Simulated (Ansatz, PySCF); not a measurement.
The pair A = SO2 (SMILES O=S=O) (first 3 atoms), B = H2 (SMILES [H][H]); geometry from B3LYP-D3(BJ)/def2-TZVP.
(charge 0, multiplicity 1):
```xyz
5

O      1.09762     0.96675     0.72808
S      0.47024     0.35731    -0.41449
O     -0.91788    -0.00946    -0.32985
H     -0.47155    -0.71689     3.41588
H     -0.27556    -0.25743     2.86426
```

Cores are frozen in the correlated methods. Rows in 6-31G* carry no dispersion term and start afresh at each structure (6-31G* with six Cartesian d functions). MP2/6-31G* freezes PySCF's default core.

The values were computed with Ansatz (a quantum-chemistry and plane-wave program); PySCF for 6-31G* rows. Values without a source in brackets are computed.

Total energies (hartree), monomers frozen at their geometry in the pair:

| structure | B3LYP/def2-TZVPPD | MP2/6-31G* | MP2/aug-cc-pV(D+d)Z |
|---|---|---|---|
| AB | -549.9056867 | -548.8238044 | -548.9486581 |
| A in the pair's basis | -548.7259993 | -547.6798936 | -547.7921046 |
| B in the pair's basis | -1.1800263 | -1.1441521 | -1.1562372 |
| A | -548.7259744 | -547.6789572 | -547.7917090 |
| B | -1.1800204 | -1.1441102 | -1.1561363 |

Problem. Work out the interaction energy without and with the counterpoise correction, and the superposition error, for each level.

Solution. 
E(AB) − E(A) − E(B), times 627.509 kcal/mol, with the monomers in their own basis and then in the pair's basis:
- B3LYP/def2-TZVPPD: 0.19 uncorrected, 0.21 corrected; the monomers gain 0.02 kcal/mol from borrowed functions
- MP2/6-31G*: -0.46 uncorrected, 0.15 corrected; the monomers gain 0.61 kcal/mol from borrowed functions
- MP2/aug-cc-pV(D+d)Z: -0.51 uncorrected, -0.20 corrected; the monomers gain 0.31 kcal/mol from borrowed functions
